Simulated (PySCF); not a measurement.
An equivalent PySCF input for Ga⁺ (gallium, charge +1), [Ar] 3d10 4s2, closed-shell 1S, with the non-relativistic Hamiltonian (point nucleus):

```python
from pyscf import gto, scf, dft, mp, cc
import basis_set_exchange as bse
mol = gto.M(atom="Ga 0 0 0", charge=1, spin=0, symmetry="D2h",
            basis=gto.basis.parse(bse.get_basis("pcseg-2", elements=["Ga"], fmt="nwchem", header=False)))
mf = dft.UKS(mol, xc="PBE0")
mf.irrep_nelec = {'Ag': (6, 6), 'B1g': (1, 1), 'B2g': (1, 1), 'B3g': (1, 1), 'B1u': (2, 2), 'B2u': (2, 2), 'B3u': (2, 2)}
mf.kernel()
```

It reaches the same state as the run whose output follows, with an energy that differs only through the grid. The run itself started from symmetry-adapted Hartree-Fock orbitals and held the occupation by maximum overlap, on a logarithmic radial grid, so the iterations belong to that start.

```
SCF conv_tol = 1e-09
number electrons alpha = 15  beta = 15
XC functionals = PBE0
    C. Adamo and V. Barone.,  J. Chem. Phys. 110, 6158 (1999)
    M. Ernzerhof and G. E. Scuseria.,  J. Chem. Phys. 110, 5029 (1999)
cycle= 1 E= -1924.36588205121  delta_E= -0.0064  |g|= 0.117  |ddm|= 0.219
cycle= 2 E= -1924.3663182204  delta_E= -0.000436  |g|= 0.103  |ddm|= 0.135
cycle= 3 E= -1924.36866565384  delta_E= -0.00235  |g|= 0.00197  |ddm|= 0.0626
cycle= 4 E= -1924.3686664434  delta_E= -7.9e-07  |g|= 3.01e-05  |ddm|= 0.00146
cycle= 5 E= -1924.3686664436  delta_E= -2.01e-10  |g|= 4.31e-07  |ddm|= 1.51e-05
converged SCF energy = -1924.3686664436  <S^2> = -8.8817842e-15  2S+1 = 1
```
